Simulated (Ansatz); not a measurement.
Gas-phase electronic energies from Ansatz, PBE0-D4/def2-TZVP geometries. CBS: MP2 limit from def2 TZ/QZ plus the TZ coupled-cluster correction, frozen cores. Functionals use def2-TZVPP. B3LYP here is the variant with VWN-RPA as its local correlation; programs differ in this. Each species was taken in one conformer, which may not be the lowest.

Reaction (formal exchange of groups at a C–C bond): `CC(O)N[SiH3]` + `F[CH2][AlH2]` → `[CH3][AlH][CH2]F` + `OCN[SiH3]`

(1) Is it downhill or uphill in electronic energy at CCSD(T)/CBS, and by how much? (Best estimate.)

(2) What do these levels give: PBE-D4, B3LYP-D4, ωB97X-V, ωB97M-V, B2PLYP, PBE, B3LYP, HF/def2-TZVPP, SCS-MP2/def2-TZVPP, CCSD(T)/def2-TZVPP, MP2/CBS(def2), CCSD/CBS(def2)? (An estimate is asked.)

Largest T1 diagnostic among the species: 0.011.

## Answers

(1) The calculation gave: Downhill: ΔE = -26.3 kJ/mol.

(2) Ansatz gave: PBE-D4 -30.8, B3LYP-D4 -28.3, ωB97X-V -24.2, ωB97M-V -27.5, B2PLYP -30.1, PBE -33.8, B3LYP -32.9, HF/def2-TZVPP -22.9, SCS-MP2/def2-TZVPP -24.7, CCSD(T)/def2-TZVPP -25.4, MP2/CBS(def2) -27.6, CCSD/CBS(def2) -26.4 kJ/mol.

The D4 term adds +4.6 kJ/mol with B3LYP and +2.5 kJ/mol with PBE0; it sums over pairs of atoms, weighted by their polarisabilities, and B3LYP, whose exchange is more repulsive, gets the larger term.
